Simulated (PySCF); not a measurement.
Problem. Give a PBE0-D3(BJ)/def2-SVP geometry of `O=[C](O)[GeH]([GeH3])[GeH3]`.

Solution. 
```
atom  x, y, z in Å
O1    -1.4267   -2.2954    1.3601
C2    -1.1004   -1.4935    0.5308
O3    -1.5494   -1.5273   -0.7348
Ge4    0.1485    0.0423    0.8076
Ge5   -0.9277    2.0156   -0.0953
Ge6    2.1885   -0.4098   -0.4190
H7    -2.1453   -2.2944   -0.8042
H8     0.3996    0.1289    2.3217
H9    -2.2909    2.2481    0.5805
H10   -0.0431    3.2570    0.1242
H11   -1.1386    1.8103   -1.6049
H12    3.1788    0.7532   -0.2234
H13    1.8557   -0.5353   -1.9160
H14    2.8454   -1.7150    0.0647
```

Orientation and origin are arbitrary. Atoms count from 1 in this order. Ge4 (germanium bonded to C, 2 Ge and H) is distorted tetrahedral (angles from 106.4° to 113.2°). O3 (acid hydroxyl oxygen) is bent (angle 106.9°). Ge5 (germanium bonded to Ge and 3 H) is tetrahedral (angles from 108.5° to 110.7°). The C–O distances run from 1.199 Å (O1=C2, drawn double) to 1.343 Å (C2–O3, drawn single), a spread of 0.144 Å.

Bonds between heavy atoms (Å): O1=C2 1.199, C2–O3 1.343, C2–Ge4 1.999, Ge4–Ge5 2.422, Ge4–Ge6 2.423.

Method: PBE0-D3(BJ)/def2-SVP geometry optimisation, gas phase in PySCF.

Point group: C1 (no symmetry element, even within 0.4 Å). Stationary, but not proved a minimum. One conformer, not necessarily the lowest (O1–C2–O3–H 0°, O1–C2–Ge4–Ge5 -131°).
